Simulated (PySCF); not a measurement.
**Fractional electron number in Ni⁺ (nickel, charge +1)**

The 3d beta orbital of [Ar] 3d9 is emptied in steps (occupation f), with all orbitals relaxed, ending at [Ar] 3d8. Computed with PySCF 2.14 in aug-cc-pVDZ (7s6p4d2f, 59 functions), with no relativity, point nucleus. The exact energy is a straight line in f; departures are measured from the line between the end points of the same method.

```json
{"f": "1", "PBE0 (eV)": "0.000", "r2SCAN (eV)": "0.000", "LC-wPBE (eV)": "0.000"}
{"f": "0.75", "PBE0 (eV)": "-0.828", "r2SCAN (eV)": "-1.211", "LC-wPBE (eV)": "-0.365"}
{"f": "0.5", "PBE0 (eV)": "-1.129", "r2SCAN (eV)": "-1.637", "LC-wPBE (eV)": "-0.511"}
{"f": "0.25", "PBE0 (eV)": "-0.863", "r2SCAN (eV)": "-1.241", "LC-wPBE (eV)": "-0.400"}
{"f": "0", "PBE0 (eV)": "0.000", "r2SCAN (eV)": "0.000", "LC-wPBE (eV)": "0.000"}
```

Q: For r2SCAN, how does the orbital energy at f = 1 compare with the removal energy?

A: −ε = 11.765 eV against a total-energy difference of 18.026 eV. By Janak's theorem ε = ∂E/∂f, so the gap between them reflects the curvature. Along the path −ε is 14.716 (f = 0.75), 17.948 (f = 0.5), 21.289 (f = 0.25) eV.

| method | E(f=0) − E(f=1) (eV) | −ε at f=1 (eV) | −ε at f=0.5 (eV) |
| --- | --- | --- | --- |
| PBE0 | 18.225 | 13.921 | 18.134 |
| r2SCAN | 18.026 | 11.765 | 17.948 |
| LC-wPBE | 18.599 | 16.769 | 18.504 |

Reference removal energy between the ground levels: 18.169 eV (measured; NIST Atomic Spectra Database, ionization energies). The calculation has no spin-orbit coupling. The determinant left behind need not be the lowest term of the ion.
